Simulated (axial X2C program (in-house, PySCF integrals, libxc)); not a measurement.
## Nuclear properties of HfCl

Calculated with an in-house all-electron X2C program for linear molecules (integrals from PySCF): two-component X2C with atomic mean-field Coulomb and Gaunt terms, Gaussian nuclei, basis Hf dyall-cv3z, Cl dyall-av3z with contracted cores.

R = 2.294 Å (near the PBE0 minimum at charge 0 of the determinant lowest at the starting distance; the state shown can have its own minimum elsewhere).

Input and command:
```json
{"zs": [72, 17], "q": 0, "bas": ["dyall-cv3z", "dyall-av3z"], "r0": 2.51, "levels": ["PBE0", "HF", "PBE50", "BHandHLYP", "B3LYP"], "nst": 3}
```
```bash
python soeom.py task.json out
```

Keys: zs atomic numbers; q charge; bas basis sets; r0 starting distance in Å; levels methods; nst determinants followed.

Determinant lowest in the PBE0 search, Ω = 3/2 (⟨Sz⟩ = -0.46, ⟨Lz⟩ = 1.96 at PBE0), spin on the atoms Hf -0.48, Cl 0.02:

| level | Eeff magnitude (GV/cm) | Ws magnitude Hf (kHz) | A∥/gI Hf (MHz) | qzz Hf (a.u.) | A∥/gI Cl (MHz) | qzz Cl (a.u.) | μ (D) |
| --- | --- | --- | --- | --- | --- | --- | --- |
| PBE0 | 20 | 12.7 | 674 | -2.61 | 10.1 | 0.27 | -1.62 |
| HF | 76.5 | 49.9 | -64.6 | -4.43 | 5.72 | 0.10 | -1.20 |
| PBE50 | 36 | 23.1 | 575 | -3.59 | 10.6 | 0.25 | -1.63 |
| BHandHLYP | 29.9 | 19.5 | 633 | -3.27 | 9.29 | 0.23 | -1.96 |
| B3LYP | 12.7 | 8.28 | 701 | -2.19 | 8.81 | 0.27 | -1.83 |

Determinant 0.38 eV from it at PBE0 and this distance, Ω = 5/2 (⟨Sz⟩ = 0.50, ⟨Lz⟩ = 2.00 at PBE0), spin on the atoms Hf 0.52, Cl -0.02:

```csv
level,Eeff magnitude (GV/cm),Ws magnitude Hf (kHz),A∥/gI Hf (MHz),qzz Hf (a.u.),A∥/gI Cl (MHz),qzz Cl (a.u.),μ (D)
PBE0,18.6,6.88,240,-2.80,-6.16,0.29,-1.60
HF,58.5,22.1,485,-5.56,-12,0.08,-1.03
PBE50,26.8,10,252,-3.65,-8.43,0.26,-1.64
BHandHLYP,18.4,6.94,222,-3.24,-7.21,0.24,-1.98
B3LYP,11.7,4.36,239,-2.35,-4.75,0.28,-1.80
```

Eeff is the effective electric field on the electron electric dipole moment in this Ω state and Ws the scalar–pseudoscalar constant of the nucleus named (defined with the proton number Z and per Ω); A∥ (defined per Ω) follows by multiplying with gI = μI/(I μN); qzz is the electric field gradient, eQq0 = 234.96 MHz × Q/barn × qzz; μ is positive if the Cl end (last atom) is positive. The operators were transformed with the bare-nucleus X2C matrices; with these basis sets, hyperfine constants and field gradients can be off by tens of per cent, and where levels differ in sign neither size nor sign is settled.

(1) With gI(35Cl) = 0.5479 (g factors from the IAEA table of nuclear moments by Stone), turn the PBE0 values of the first state into constants in MHz.

Each state is one determinant with collinear spin. Unrestricted Hartree–Fock can overshoot spin polarisation at the nuclei. Where Eeff spreads by more than a factor of two the levels disagree and none is to be relied on. States lie within half an eV, so the first need not be the ground state. Further determinants of the search, some of them spin-mixed, are not shown. Where a field gradient or hyperfine factor spreads by more than a factor of two over the levels, a constant derived from it is not to be relied on. PBE0 term energies can be off by some tenths of an eV.

## Answers

(1) A∥(35Cl) = 10.1 × 0.5479 = 5.53 MHz.
